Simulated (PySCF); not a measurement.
Electron correlation in C⁻ (carbon, charge -1)

Starting occupation: [He] 2s2 2p3, 2p1/2 with m_j = -1/2, +1/2, 2p3/2 with m_j = +3/2. Computed with PySCF 2.14 in x2c-TZVPall-2c with one added diffuse shell each of s, p, d type (6s4p3d1f, 40 functions), with X2C-1e with screened-nucleus spin-orbit coupling, Gaussian nucleus. Frozen: 1s2; 5 electrons correlated.

MP2 pair energies summed by pair of shells (mhartree):

```csv
pair,energy,share (%)
2p-2s,-58.68,61.6
2p-2p,-23.93,25.1
2s-2s,-12.72,13.3
```

Total MP2 correlation energy: -95.33 mhartree.

The GHF reference relaxed away from the jj start to a determinant that is no pure jj level (⟨S²⟩ = 3.76, ⟨J²⟩ = 3.76); the energies belong to that determinant.
